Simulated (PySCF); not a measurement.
# Polarisability and C₆ of Ba (barium, neutral)

[Xe] 6s2, closed-shell 1S. Calculation: PySCF 2.14, in def2-QZVPPD with the def2 core potential (46 electrons); a scalar-relativistic core potential. Coupled (time-dependent) response in atomic units; α is the mean over directions.

```json
{"method": "UHF", "mean α (bohr³)": "326.9", "C₆ (like pair)": "7004", "S(−4)": "47130"}
{"method": "PBE", "mean α (bohr³)": "269.5", "C₆ (like pair)": "5306", "S(−4)": "31850"}
{"method": "PBE0", "mean α (bohr³)": "281.3", "C₆ (like pair)": "5656", "S(−4)": "34520"}
{"method": "LC-wPBE", "mean α (bohr³)": "317.1", "C₆ (like pair)": "6732", "S(−4)": "43670"}
{"method": "TPSSh", "mean α (bohr³)": "308.4", "C₆ (like pair)": "6519", "S(−4)": "40790"}
```

S(−4) is the Cauchy moment in α(ω) = α(0) + S(−4) ω² + …

Reference α: 272 ± 10 bohr³ (recommended; Schwerdtfeger and Nagle, table of static dipole polarizabilities (2023 update)). Published C₆: 5540 (Gould and Bucko (2016)).

Hartree-Fock lies above the reference because it lacks correlation, which contracts the outer shell.

α(iu) at LC-wPBE:

| u (hartree) | α(iu) (bohr³) |
| --- | --- |
| 0 | 317.1 |
| 0.0500 | 236.6 |
| 0.100 | 137.1 |
| 0.200 | 56.08 |
| 0.300 | 31.77 |
| 0.500 | 16.34 |
| 0.750 | 9.870 |
| 1.00 | 6.777 |
| 1.50 | 3.767 |
| 2.00 | 2.373 |
| 3.00 | 1.170 |
| 5.00 | 0.4500 |

A single London oscillator, α(iu) = α/(1 + u²/ω²), gives C₆ = (3/4) ω α². Matching the computed C₆ needs ω = 4 × 6732 / (3 × 317.1²) = 0.0893 hartree.

Energies and moments cover only the electrons outside the core potential. Spin-orbit coupling, which splits the p, d and f shells strongly at this Z, is absent.
